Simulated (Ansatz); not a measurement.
Computed with Ansatz on PBE0-D4/def2-TZVP structures; ΔE is electronic, products minus reactants. CCSD(T)/CBS is the MP2 limit (def2-TZVPP, def2-QZVPP) plus CCSD(T) − MP2 in def2-TZVPP, frozen cores. Functionals use def2-TZVPP. B3LYP here is the variant with VWN-RPA as its local correlation; programs differ in this. Each species was taken in one conformer, which may not be the lowest.

`[CH3][Al]([F])[CH2][SiH3]` + silanol → disiloxane + `[CH3][Al]([CH3])[F]`  (ligand exchange at the Si–C bond)

```json
{"level": "PBE-D4", "ΔE (kJ/mol)": "-80.0", "difference from CCSD(T)/CBS": "13.7"}
{"level": "r2SCAN-D4", "ΔE (kJ/mol)": "-91.3", "difference from CCSD(T)/CBS": "2.4"}
{"level": "PBE0-D4", "ΔE (kJ/mol)": "-84.7", "difference from CCSD(T)/CBS": "9.0"}
{"level": "B3LYP-D4", "ΔE (kJ/mol)": "-98.6", "difference from CCSD(T)/CBS": "-4.9"}
{"level": "ωB97X-V", "ΔE (kJ/mol)": "-93.8", "difference from CCSD(T)/CBS": "-0.1"}
{"level": "ωB97M-V", "ΔE (kJ/mol)": "-92.7", "difference from CCSD(T)/CBS": "1.0"}
{"level": "B2PLYP", "ΔE (kJ/mol)": "-99.8", "difference from CCSD(T)/CBS": "-6.1"}
{"level": "r2SCAN", "ΔE (kJ/mol)": "-91.8", "difference from CCSD(T)/CBS": "1.9"}
{"level": "PBE0", "ΔE (kJ/mol)": "-86.0", "difference from CCSD(T)/CBS": "7.7"}
{"level": "HF/def2-TZVPP", "ΔE (kJ/mol)": "-117.4", "difference from CCSD(T)/CBS": "-23.7"}
{"level": "SCS-MP2/def2-TZVPP", "ΔE (kJ/mol)": "-99.4", "difference from CCSD(T)/CBS": "-5.7"}
{"level": "CCSD/def2-TZVPP", "ΔE (kJ/mol)": "-96.9", "difference from CCSD(T)/CBS": "-3.2"}
{"level": "CCSD(T)/def2-TZVPP", "ΔE (kJ/mol)": "-93.2", "difference from CCSD(T)/CBS": "0.5"}
{"level": "MP2/def2-QZVPP", "ΔE (kJ/mol)": "-95.0", "difference from CCSD(T)/CBS": "-1.3"}
{"level": "SCS-MP2/def2-QZVPP", "ΔE (kJ/mol)": "-100.3", "difference from CCSD(T)/CBS": "-6.6"}
{"level": "MP2/CBS(def2)", "ΔE (kJ/mol)": "-94.5", "difference from CCSD(T)/CBS": "-0.8"}
{"level": "CCSD(T)/CBS", "ΔE (kJ/mol)": "-93.7", "difference from CCSD(T)/CBS": "0"}
```

Largest T1 diagnostic among the species: 0.011.

In def2-TZVPP, CCSD(T) changes the Hartree–Fock value by +24.2 kJ/mol (the triples alone add +3.7 kJ/mol) and MP2 by +23.4 kJ/mol. From PBE to PBE0 (25 % exact exchange), in def2-TZVPP and without D4, ΔE moves by −4.5 kJ/mol.
